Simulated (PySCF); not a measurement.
Si(H)(OH), SMILES O[SiH], B3LYP/def2-SVP optimised geometry.

```
4

Si    -0.97    -0.77     0.00
H     -1.18     0.77     0.00
O      0.71    -0.77     0.00
H      1.18     0.07     0.00
```

Density from PySCF 2.14.0 with B3LYP/def2-TZVP at that geometry.

Minimum of the electron density along straight lines between bonded atoms, close to the bond critical point (lines longer than 1.1 times the sum of covalent radii, or with two minima, are not listed):

```csv
bond,length / Å,ρ at the minimum / e bohr⁻³,∇²ρ there / e bohr⁻⁵,position (fraction from the first atom)
Si1–H2,1.557,0.110,0.07,0.48
Si1–O3,1.675,0.128,0.73,0.41
O3–H4,0.967,0.353,-2.37,0.80
```
